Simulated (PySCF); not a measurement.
PySCF 2.14 output of a UHF calculation on a single atom or ion in def2-TZVPPD with the def2 core potential (28 electrons), with a scalar-relativistic core potential:

```
SCF conv_tol = 1e-09
number electrons alpha = 9  beta = 8
cycle= 1 E= -126.801039902648  delta_E= -0.00584  |g|= 0.0288  |ddm|= 0.0459
cycle= 2 E= -126.80130919588  delta_E= -0.000269  |g|= 0.00756  |ddm|= 0.0171
cycle= 3 E= -126.801378147274  delta_E= -6.9e-05  |g|= 0.00322  |ddm|= 0.0142
cycle= 4 E= -126.801404350618  delta_E= -2.62e-05  |g|= 0.0022  |ddm|= 0.00904
cycle= 5 E= -126.801424912381  delta_E= -2.06e-05  |g|= 0.000808  |ddm|= 0.0134
cycle= 6 E= -126.801427464545  delta_E= -2.55e-06  |g|= 0.000316  |ddm|= 0.00483
cycle= 7 E= -126.801427897604  delta_E= -4.33e-07  |g|= 0.000105  |ddm|= 0.00202
cycle= 8 E= -126.801427946389  delta_E= -4.88e-08  |g|= 2.56e-05  |ddm|= 0.000659
cycle= 9 E= -126.801427948315  delta_E= -1.93e-09  |g|= 4.38e-06  |ddm|= 0.00013
cycle= 10 E= -126.801427948339  delta_E= -2.34e-11  |g|= 9.14e-07  |ddm|= 1.22e-05
converged SCF energy = -126.801427948339  <S^2> = 0.75626248  2S+1 = 2.0062527
```

The run itself started from symmetry-adapted Hartree-Fock orbitals and held the occupation by maximum overlap, so the iterations belong to that start.

Q: Which element, charge and spin multiplicity is this?

A: Pd⁺ (palladium, charge +1), multiplicity 2; the state was [Kr] 4d9, 2D determinant.

Energies and moments cover only the electrons outside the core potential.
